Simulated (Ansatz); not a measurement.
Potential energy curve for Ga₂, triplet.

Method: full CI/cc-pVTZ, cores with 3d frozen in Ansatz (a quantum-chemistry and plane-wave program).

Q: Relative to R = 2.76 Å, what are the energies at R = 3.07, 3.33, 4.32, 6.11 Å?

A: 3.1 kcal/mol at 3.07 Å, 7.7 kcal/mol at 3.33 Å, 22.3 kcal/mol at 4.32 Å, 28.9 kcal/mol at 6.11 Å.

The scan ran from 1.76 to 8.28 Å; beyond the distances shown full CI changes its symmetry label.
